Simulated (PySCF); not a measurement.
Gas-phase reaction: 2 SnBr4 + SnCl2 ⇌ 3 SnBr2 + 2 BrCl

Energies from PySCF, thermal terms from the rigid-rotor harmonic-oscillator model, ideal gas at 1 bar. † marks an energy on the PBE0/def2-TZVP geometry and frequencies; other levels use their own. MP2 freezes the core. All species are closed-shell singlets. B3LYP is the form with VWN-RPA correlation. Sn: scalar-relativistic def2 core potential, no spin-orbit coupling. Br: all electrons, no relativistic terms. MP2 isn't extrapolated to the basis-set limit.

```tsv
level	ΔH°(298 K), kJ
B3LYP/def2-TZVP†	___
HF/def2-TZVP†	544
MP2/def2-TZVPP†	570
PBE/def2-SVP	464
r2SCAN/def2-TZVP†	___
LDA/def2-TZVP†	___
ωB97X-V/def2-TZVP†	551
```

Problem. Complete the blanks.

Solution. 
- B3LYP/def2-TZVP†, ΔH°(298 K), kJ: 432
- r2SCAN/def2-TZVP†, ΔH°(298 K), kJ: 529
- LDA/def2-TZVP†, ΔH°(298 K), kJ: 514
